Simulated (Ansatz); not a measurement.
`[F][SnH]([SH])[Cl]` + HBr → `[F][SnH]([Cl])[Br]` + H₂S at 400 K and 1 bar (ligand exchange at the Sn–S bond).

Isolated molecules relaxed with PBE0-D4/def2-TZVP in Ansatz; ΔE leaves out vibrations. CCSD(T)/CBS is the MP2 limit (def2-TZVPP, def2-QZVPP) plus CCSD(T) − MP2 in def2-TZVPP, frozen cores. This one scheme is used for every species. def2 core potentials past Kr. For Br, Sn outer-core shells are correlated without core-valence functions, which leaves a few kJ/mol of doubt a bond. Scalar relativity is left out up to krypton. One conformer a species, not always the lowest.

```
             species  CCSD(T)/CBS energy (Eh)  H − E (kJ/mol)  S (J/(mol·K))
`[F][SnH]([SH])[Cl]`              -1172.67563            81.0          390.1
                 HBr              -2573.91920            27.6          207.2
`[F][SnH]([Cl])[Br]`              -3347.63611            56.3          381.0
                 H₂S               -398.97279            53.4          215.9
```

H − E and S are ideal-gas, rigid-rotor, harmonic terms from PBE0-D4/def2-TZVP, for one conformer and one mirror image of each species. 1 Eh = 2625.50 kJ/mol, R = 8.31446 J/(mol·K).

Problem. By hand: ΔE, ΔH, ΔS and ΔG.

Solution. ΔE = (-3347.63611) + (-398.97279) − (-1172.67563) − (-2573.91920) = -0.01407 Eh = -36.9 kJ/mol. Δ(H − E) = 56.3 + 53.4 − 81.0 − 27.6 = 1.1, so ΔH = -35.8 kJ/mol. ΔS = 381.0 + 215.9 − 390.1 − 207.2 = -0.4 J/(mol·K). ΔG = -35.8 − 400 × (-0.4)/1000 = -35.6 kJ/mol.

Problem. By hand: the equilibrium constant, and the temperature at which ΔG would vanish if ΔH and ΔS stayed fixed.

Solution. log₁₀ K = −ΔG/(RT ln 10) = 4.6. ΔG = 0 at ΔH/ΔS = 89500 K, far beyond where these terms or the molecules hold.

The number of gas molecules stays the same, so ΔS is small and ΔH decides. A doubt of 5 kJ/mol in ΔE shifts log₁₀ K by 0.7 here. Other conformers and mirror images would add mixing entropy, several J/(mol·K) or more a flexible species. These are equilibria of isolated gas molecules and say nothing of rates. Largest T1 diagnostic: 0.013 (customary marks: 0.02 for closed shells, 0.045 for open ones).
